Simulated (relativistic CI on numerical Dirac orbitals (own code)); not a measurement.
**Ligand-field terms of d8**

Computed with a parametric ligand-field model of a d^n configuration (Racah B and C, spin-orbit zeta, crystal field), exact diagonalisation.

Field parameters in Wybourne normalisation: Oh B⁴₀ = 21Dq, B⁴₄ = √(5/14) B⁴₀. The field is a parameter set, without covalency.

B = 500 cm⁻¹, C = 2120 cm⁻¹ (C/B = 4.24), Oh, no spin-orbit coupling. Tanabe-Sugano data, E/B above the lowest term (Δ = |10Dq|; b, c mark the second and third term of a kind):

| Δ/B | 3A2 | 3T2 | 3T1 | 1E | 1T2 | 1A1 |
| --- | --- | --- | --- | --- | --- | --- |
| 1.0 | 0.00 | 1.00 | 1.79 | 14.21 | 14.87 | 21.25 |
| 3.0 | 0.00 | 3.00 | 5.29 | 15.06 | 17.48 | 22.62 |
| 5.0 | 0.00 | 5.00 | 8.68 | 15.48 | 19.90 | 23.77 |
| 7.0 | 0.00 | 7.00 | 11.92 | 15.72 | 22.19 | 24.75 |
| 9.0 | 0.00 | 9.00 | 15.00 | 15.87 | 24.40 | 25.57 |
| 11.0 | 0.00 | 11.00 | 17.92 | 15.97 | 26.55 | 26.27 |
| 13.0 | 0.00 | 13.00 | 20.68 | 16.04 | 28.67 | 26.87 |
| 15.0 | 0.00 | 15.00 | 23.29 | 16.10 | 30.76 | 27.37 |
| 17.0 | 0.00 | 17.00 | 25.79 | 16.14 | 32.84 | 27.81 |
| 19.0 | 0.00 | 19.00 | 28.19 | 16.17 | 34.90 | 28.19 |
| 21.0 | 0.00 | 21.00 | 30.51 | 16.20 | 36.95 | 28.52 |
| 23.0 | 0.00 | 23.00 | 32.78 | 16.23 | 38.99 | 28.82 |
| 25.0 | 0.00 | 25.00 | 35.00 | 16.25 | 41.03 | 29.07 |
| 27.0 | 0.00 | 27.00 | 37.18 | 16.26 | 43.06 | 29.30 |
| 29.0 | 0.00 | 29.00 | 39.34 | 16.28 | 45.09 | 29.51 |
| 31.0 | 0.00 | 31.00 | 41.47 | 16.29 | 47.11 | 29.69 |
| 33.0 | 0.00 | 33.00 | 43.58 | 16.30 | 49.13 | 29.86 |
| 35.0 | 0.00 | 35.00 | 45.68 | 16.31 | 51.15 | 30.01 |
| 37.0 | 0.00 | 37.00 | 47.77 | 16.32 | 53.17 | 30.15 |
| 39.0 | 0.00 | 39.00 | 49.84 | 16.33 | 55.18 | 30.27 |
| 41.0 | 0.00 | 41.00 | 51.91 | 16.34 | 57.20 | 30.39 |
| 43.0 | 0.00 | 43.00 | 53.97 | 16.34 | 59.21 | 30.49 |
| 45.0 | 0.00 | 45.00 | 56.03 | 16.35 | 61.22 | 30.59 |
| 47.0 | 0.00 | 47.00 | 58.08 | 16.35 | 63.23 | 30.68 |

The ground term stays 3A2.
